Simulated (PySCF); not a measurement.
## BeSe, CCSD(T): how much the basis matters

PySCF, RHF reference; singlet, unpaired electrons none; De to Be + Se without counterpoise correction. Frozen cores follow the default of each basis and core potential.

| basis | relativity | functions | Re (Å) | ωe (cm⁻¹) | De (eV) | frozen orbitals |
| --- | --- | --- | --- | --- | --- | --- |
| cc-pVDZ/cc-pVDZ-PP | scalar-relativistic core potentials | 37 | 1.897 | 832 | 2.27 | 4 |
| def2-SVP | no relativity | 41 | 1.910 | 807 | 2.02 | 9 |
| aug-cc-pVDZ/aug-cc-pVDZ-PP | scalar-relativistic core potentials | 55 | 1.898 | 824 | 2.37 | 4 |
| def2-TZVPP | no relativity | 67 | 1.894 | 817 | 2.41 | 9 |

Q: How does each smaller set differ from the one with most functions, def2-TZVPP?

A: cc-pVDZ/cc-pVDZ-PP: +0.3 pm, +1.8 % in ωe, -0.14 eV in De; def2-SVP: +1.6 pm, -1.2 % in ωe, -0.39 eV in De; aug-cc-pVDZ/aug-cc-pVDZ-PP: +0.4 pm, +0.9 % in ωe, -0.04 eV in De. All at CCSD(T); the set with most functions is neither the basis-set limit nor always the best. The rows treat relativity differently, so the differences are not basis effects alone.

Correlated steps freeze the inner cores (4 to 9 orbitals); shallow outer-core shells are correlated. Correlated levels converge slowly with the basis: in double zeta they bind strong bonds too weakly, by up to about 1 eV, and carry superposition errors of some tenths. Where the molecule has an RHF reference, its open-shell atoms are computed with UHF. The CCSD T1 diagnostic is raised in BeSe, a sign that a single reference may not be enough there.
